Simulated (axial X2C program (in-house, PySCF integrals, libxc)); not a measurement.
**Nuclear properties of AsOH**

Calculated with an in-house all-electron X2C program for linear molecules (integrals from PySCF): two-component X2C with atomic mean-field Coulomb and Gaunt terms, Gaussian nuclei, basis As dyall-v3z, O dyall-av3z, H dyall-v3z with contracted cores.

As–O–H held linear, with bonds 1.733 and 0.950 Å (near the PBE0 minimum at charge 0 of the determinant lowest at the starting distance; the state shown can have its own minimum elsewhere, held linear; other orders of the atoms were not compared).

Determinant lowest in the PBE0 search, Ω = 1 (⟨Sz⟩ = 1.00, ⟨Lz⟩ = 0.00 at PBE0), spin on the atoms As 0.96, O 0.04, H -0.01:

| level | Eeff magnitude (GV/cm) | Ws magnitude As (kHz) | A∥/gI As (MHz) | qzz As (a.u.) | A∥/gI O (MHz) | qzz O (a.u.) | A∥/gI H (MHz) | qzz H (a.u.) | μ (D) |
| --- | --- | --- | --- | --- | --- | --- | --- | --- | --- |
| PBE0 | 0.182 | 0.101 | -500 | 3.28 | -14.2 | 1.88 | 0.439 | 0.52 | 0.87 |
| HF | 0.843 | 0.381 | -372 | 3.09 | 31.6 | 1.95 | 0.197 | 0.52 | 0.61 |
| TPSSh | 0.161 | 0.0942 | -468 | 3.44 | -18.3 | 1.88 | 0.584 | 0.52 | 0.95 |

Determinant 0.72 eV from it at PBE0 and this distance, Ω = 0 (closed shell), highest spinor 76% As p, 11% O p, 6% O d:

```tsv
level	qzz As (a.u.)	qzz O (a.u.)	qzz H (a.u.)	μ (D)
PBE0	3.47	1.83	0.52	1.03
HF	3.14	1.90	0.52	0.75
TPSSh	3.65	1.82	0.52	1.14
```

Eeff is the effective electric field on the electron electric dipole moment in this Ω state and Ws the scalar–pseudoscalar constant of the nucleus named (defined with the proton number Z and per Ω); A∥ (defined per Ω) follows by multiplying with gI = μI/(I μN); qzz is the electric field gradient, eQq0 = 234.96 MHz × Q/barn × qzz; μ is positive if the H end (last atom) is positive. The operators were transformed with the bare-nucleus X2C matrices; with these basis sets, hyperfine constants and field gradients can be off by tens of per cent, and where levels differ in sign neither size nor sign is settled.

(1) With gI(75As) = 0.9597, Q(75As) = 0.311 barn, Q(17O) = -0.02558 barn (g factors from the IAEA table of nuclear moments by Stone; Q from Pyykkö, Mol. Phys. 2018), turn the PBE0 values of the first state into constants in MHz.

The molecule was held linear; bending was not examined, so a bent shape may lie lower.

Each state is one determinant with collinear spin, which with several unpaired electrons need not be a pure state. Unrestricted Hartree–Fock can overshoot spin polarisation at the nuclei. A closed determinant beside an open π² or δ² triplet, such as (π1/2)², mixes with its partner pair into the 0⁺ component of the triplet and ¹Σ⁺, so its energy is not that of a level, and 0⁺ can lie lowest. With several open shells hyperfine constants can be off by a factor of several. Where Eeff spreads by more than a factor of two the levels disagree and none is to be relied on. Open-shell Ω = 0 determinants with evenly filled partner blocks cannot be reached by this program, so the Ω shown need not be the lowest component. The search compared states at one distance, so a state with another bond length can lie lower. Where a field gradient or hyperfine factor spreads by more than a factor of two over the levels, a constant derived from it is not to be relied on. PBE0 term energies can be off by some tenths of an eV.

## Answers

(1) A∥(75As) = -500 × 0.9597 = -480 MHz; eQq0(75As) = 234.96 × (0.311) × (3.28) = 240 MHz; eQq0(17O) = 234.96 × (-0.02558) × (1.88) = -11.3 MHz.
